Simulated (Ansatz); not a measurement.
```yaml
crystal:
  periodic: [false, false, false]
  atoms:
    - {symbol: F, position_ang: [-0.175516, -1.777615, 1.444551]}
    - {symbol: Sn, position_ang: [0.261817, -0.012935, 0.831912]}
    - {symbol: F, position_ang: [1.933081, -0.262634, -0.085357]}
    - {symbol: S, position_ang: [-1.412682, 0.560561, -0.823363]}
    - {symbol: H, position_ang: [-0.556901, 1.418924, -1.409143]}
basis:
  gaussian: {orbitals: def2-mTZVPP, fitting: {mean_field: def2-universal-jkfit}}
total_charge: 3
hamiltonian: {xc: {name: wPBEh}}
accuracy: high
output: {forces: true}
```

```sh
$ ansatz run in.yaml --threads 4 --pin off --events-out ev --progress --plain --max-ram 10444MiB
```

It prints (some lines left out):

```
Functional definition: wPBEh
518 factors; integrals over basis functions are off by at most 1.6e0 eV
518 factors; integrals over basis functions are off by at most 4.4e-10 eV
mean field evaluation 1: about -22008.3741 eV, gradient 1.8e2 eV
mean field evaluation 2: about -21173.4663 eV, gradient 4.3e2 eV
mean field evaluation 4: about -21869.7497 eV, gradient 2.4e2 eV
mean field evaluation 8: about -22043.2902 eV, gradient 5.7e1 eV
mean field evaluation 16: about -22061.4746 eV, gradient 1.8e-2 eV
mean field evaluation 64: about -22061.4312 eV, gradient 4.6e-1 eV
mean field -22061.47462602 eV, -810.7442387016 hartree, gradient 2.6e-8 eV, S^2 0.000000; 7 other end points of the search recorded, 0 dependent functions left out
reference -22061.47462961 eV, -810.7442388335 hartree; 27, 27 occupied and 89, 89 virtual orbitals, 518 factors
Total energy: -22061.47462961 eV, -810.7442388335 hartree
Atom 0 at    -0.175516    -1.777615     1.444551 Å, force    -0.215208     0.962450     0.043698 eV/Å
Atom 1 at     0.261817    -0.012935     0.831912 Å, force     2.902620    -2.663478     1.935651 eV/Å
Atom 2 at     1.933081    -0.262634    -0.085357 Å, force    -0.777709     0.701753     0.291555 eV/Å
Atom 3 at    -1.412682     0.560561    -0.823363 Å, force    -2.655705    -0.216553    -1.143085 eV/Å
Atom 4 at    -0.556901     1.418924    -1.409143 Å, force     0.746002     1.215829    -1.127819 eV/Å
Dipole moment:    -1.417379     1.450902    -1.052451 e Å
```

Task: Something in this input is off. What?

Result: The charge is far from anything that the molecule holds. The calculation finished and met its thresholds. The result belongs to that input, not to the molecule as meant.
